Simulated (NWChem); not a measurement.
The numbers come from NWChem runs, not from measurements. System: hydrogen (H2), charge 0, spin multiplicity 1, at a geometry optimised with PBE/def2-SVP. Level: G0W0@PBE/def2-SVPD, RI basis def2-svpd-rifit.

Output (cleaned and shortened):

```
             Northwest Computational Chemistry Package (NWChem) 7.3.0
             --------------------------------------------------------

                                NWChem Input Module
                                -------------------

 Scaling coordinates for geometry "geometry" by  1.889725989
 (inverse scale =  0.529177249)

 Turning off AUTOSYM since
 SYMMETRY directive was detected!

                             Geometry "geometry" -> ""
                             -------------------------

 Output coordinates in angstroms (scale by  1.889725989 to convert to a.u.)

  No.       Tag          Charge          X              Y              Z
 ---- ---------------- ---------- -------------- -------------- --------------
    1 H                    1.0000     0.00000000     0.00000000     0.38416800
    2 H                    1.0000     0.00000000     0.00000000    -0.38416800

 Effective nuclear repulsion energy (a.u.)       0.6887315562

            Nuclear Dipole moment (a.u.)
            ----------------------------
        X                 Y               Z
 ---------------- ---------------- ----------------
     0.0000000000     0.0000000000     0.0000000000

      Symmetry information
      --------------------

 Group name             D2h
 Group number             26
 Group order               8
 No. of unique centers     1

      Symmetry unique atoms

     1


 Summary of "ao basis" -> "" (spherical)
 ------------------------------------------------------------------------------
       Tag                 Description            Shells   Functions and Types
 ---------------- ------------------------------  ------  ---------------------
 *                         def2-svpd                  on all atoms

 new library libraries.bse/

 Summary of "ri basis" -> "" (spherical)
 ------------------------------------------------------------------------------
       Tag                 Description            Shells   Functions and Types
 ---------------- ------------------------------  ------  ---------------------
 *                      def2-svpd-rifit               on all atoms

  pbe96 is a nonlocal functional; adding pw91lda local functional.

                                 NWChem DFT Module
                                 -----------------

 Summary of "ao basis" -> "ao basis" (spherical)
 ------------------------------------------------------------------------------
       Tag                 Description            Shells   Functions and Types
[...]
 Vector    3  Occ=0.000000D+00  E= 1.234047D-01  Symmetry=b3u
              MO Center=  0.0D+00,  0.0D+00,  2.7D-18, r^2= 3.0D+00
   Bfn.  Coefficient  Atom+Function         Bfn.  Coefficient  Atom+Function
  ----- ------------  ---------------      ----- ------------  ---------------
     6      0.506311  1 H  px                14      0.506311  2 H  px

 Vector    4  Occ=0.000000D+00  E= 1.234047D-01  Symmetry=b2u
              MO Center=  0.0D+00,  0.0D+00,  2.9D-18, r^2= 3.0D+00
   Bfn.  Coefficient  Atom+Function         Bfn.  Coefficient  Atom+Function
  ----- ------------  ---------------      ----- ------------  ---------------
     7      0.506311  1 H  py                15      0.506311  2 H  py

 center of mass
 --------------
 x =   0.00000000 y =   0.00000000 z =   0.00000000

 moments of inertia (a.u.)
 ------------------
           1.062319534846           0.000000000000           0.000000000000
           0.000000000000           1.062319534846           0.000000000000
           0.000000000000           0.000000000000           0.000000000000

     Multipole analysis of the density
     ---------------------------------

     L   x y z        total         alpha         beta         nuclear
     -   - - -        -----         -----         ----         -------
     0   0 0 0     -0.000000     -1.000000     -1.000000      2.000000

     1   1 0 0      0.000000      0.000000      0.000000      0.000000
     1   0 1 0      0.000000      0.000000      0.000000      0.000000
     1   0 0 1     -0.000000     -0.000000     -0.000000      0.000000

     2   2 0 0     -1.519551     -0.759776     -0.759776      0.000000
     2   1 1 0      0.000000      0.000000      0.000000      0.000000
     2   1 0 1      0.000000      0.000000      0.000000      0.000000
     2   0 2 0     -1.519551     -0.759776     -0.759776      0.000000
     2   0 1 1      0.000000      0.000000      0.000000      0.000000
     2   0 0 2     -1.141148     -1.097610     -1.097610      1.054071

 Task  times  cpu:        0.0s     wall:        0.0s

                                NWChem Input Module
                                -------------------

                                 NWChem GW Module
                                 ----------------

                             ***********************
                             ***        GW       ***
                             ***********************

 Summary of "ri basis" -> "ri basis" (spherical)
 ------------------------------------------------------------------------------
       Tag                 Description            Shells   Functions and Types
 ---------------- ------------------------------  ------  ---------------------
 H                      def2-svpd-rifit              9       23   4s3p2d

                 Memory Information
                 ------------------
          Available GA per process is          1700.0 MBs
          Available stack per process is        700.0 MBs
          Available heap per process is           0.0 MBs

          Peak memory in Initialization
              Peak GA per process is                  0.0 MBs
              Peak stack per process is               0.0 MBs
              Peak heap per process is                0.0 MBs
              Memory not in MA per process            0.0 MBs

          Peak memory in AFF Calculation
              Peak GA per process is                  0.0 MBs
              Peak stack per process is               0.0 MBs
              Peak heap per process is                0.0 MBs
              Memory not in MA per process            0.0 MBs

          Computing 2-center integrals
          Computing Inverse Cholesky factor
          Computing 3-center integrals
          Computing V_xc ...

          Computing Sigma_x
          Computing RPA polarizability
          Solving quasiparticle equations

                  Alpha Orbitals
          State     Energy (eV)     Error (eV)
          -----------------------------------
@GW         1        -15.538           0.003
@GW         2          4.117           0.002
@GW         3          6.372           0.002

   Applying   3.1116 eV scissor-shift to rest of hole states

     GW Timing Statistics
   ------------------------
   Init.   :          0.0s
     ERIs  :          0.0s
     Distr.:          0.0s
     Vxc   :          0.0s
   Sigma_x :          0.0s
   RPA     :          0.0s
   Wmn     :          0.0s
   Sigma_c :          0.0s
   GW total:          0.0s

 Task  times  cpu:        0.0s     wall:        0.0s

 Total times  cpu:        0.1s     wall:        0.1s
```

Task: Write an NWChem input that would produce this output.

Result: Several could match; the one computed here: 
```
start mol
memory heap 200 mb stack 700 mb global 1700 mb
geometry units angstroms nocenter noautoz
  H      0.000000     0.000000     0.384168
  H      0.000000     0.000000    -0.384168
  symmetry group D2h
end
basis spherical
  * library def2-svpd
end
basis "ri basis" bse spherical
  * library def2-svpd-rifit
end
dft
  xc xpbe96 cpbe96
  iterations 100
  direct
  tolerances tight
end
task dft energy
gw
  states alpha occ 4 vir 2
end
task dft gw
```
